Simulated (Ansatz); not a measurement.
A series at Sn: from `[SH][Sn]([SH])([SH])[Cl]`, ligands are replaced one by one, each step taking up HCl and setting free H₂S; n counts the steps. Ansatz, PBE0-D4/def2-TZVP geometries. Each molecule was computed in one conformer, which needn't be the lowest.

```
n                    molecule  HOMO energy, ωB97M-V/def2-TZVPP (eV)
0  `[SH][Sn]([SH])([SH])[Cl]`                                     ?
1  `[SH][Sn]([SH])([Cl])[Cl]`                                -10.45
2  `[SH][Sn]([Cl])([Cl])[Cl]`                                -10.69
3  `[Cl][Sn]([Cl])([Cl])[Cl]`                                -12.05
```

By hand: fit a straight line y = ȳ + b (n − n̄) to the 3 given rows and predict n = 0.

n̄ = 2.000, ȳ = -11.063; Σ(n − n̄)(y − ȳ) = -1.600, Σ(n − n̄)² = 2.000, so b = -0.800 eV a step. Prediction: -11.063 + (-0.800) × (-2.000) = -9.46 eV.

By hand: compare with the computed value, -10.01 eV, and give the steps along the whole series.

The line misses by -0.55 eV (computed minus predicted). Steps: -0.44, -0.24, -1.36 eV.

One step carries most of the change, so a line is a poor guide. The highest orbital can change its character along such a series. The miss is 27.0 % of the series' range.
